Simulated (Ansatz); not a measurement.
`[BH2][GaH][O]C` + `N=CCl` → `B/N=C\Cl` + `C[O][GaH2]` at 600 K and 1 bar (cleavage of the B–Ga bond).

Isolated molecules relaxed with PBE0-D4/def2-TZVP in Ansatz; ΔE leaves out vibrations. CCSD(T)/CBS adds triple-zeta CCSD(T) − MP2 to the extrapolated MP2 energy (def2 sets, frozen cores). This one scheme is used for every species. For Ga outer-core shells are correlated without core-valence functions, which leaves a few kJ/mol of doubt a bond. Scalar relativity is left out up to krypton. Each species was taken in one conformer, which may not be the lowest.

```
         species  CCSD(T)/CBS energy (Eh)  H − E (kJ/mol)  S (J/(mol·K))
`[BH2][GaH][O]C`              -2065.53474           238.1          435.0
         `N=CCl`               -553.70684           112.3          300.7
      `B/N=C\Cl`               -579.12291           154.8          356.0
    `C[O][GaH2]`              -2040.16771           189.7          369.4
```

H − E and S are ideal-gas, rigid-rotor, harmonic terms from PBE0-D4/def2-TZVP, for one conformer and one mirror image of each species. 1 Eh = 2625.50 kJ/mol, R = 8.31446 J/(mol·K).

Question: By hand: ΔE, ΔH, ΔS and ΔG.

Answer: ΔE = (-579.12291) + (-2040.16771) − (-2065.53474) − (-553.70684) = -0.04904 Eh = -128.8 kJ/mol. Δ(H − E) = 154.8 + 189.7 − 238.1 − 112.3 = -5.9, so ΔH = -134.7 kJ/mol. ΔS = 356.0 + 369.4 − 435.0 − 300.7 = -10.3 J/(mol·K). ΔG = -134.7 − 600 × (-10.3)/1000 = -128.5 kJ/mol.

Question: By hand: the equilibrium constant, and the temperature at which ΔG would vanish if ΔH and ΔS stayed fixed.

Answer: log₁₀ K = −ΔG/(RT ln 10) = 11.2. ΔG = 0 at ΔH/ΔS = 13078 K, far beyond where these terms or the molecules hold.

The number of gas molecules stays the same, so ΔS is small and ΔH decides. A doubt of 5 kJ/mol in ΔE shifts log₁₀ K by 0.4 here. Other conformers and mirror images would add mixing entropy, several J/(mol·K) or more a flexible species. These are equilibria of isolated gas molecules and say nothing of rates. Largest T1 diagnostic: 0.015 (customary marks: 0.02 for closed shells, 0.045 for open ones).
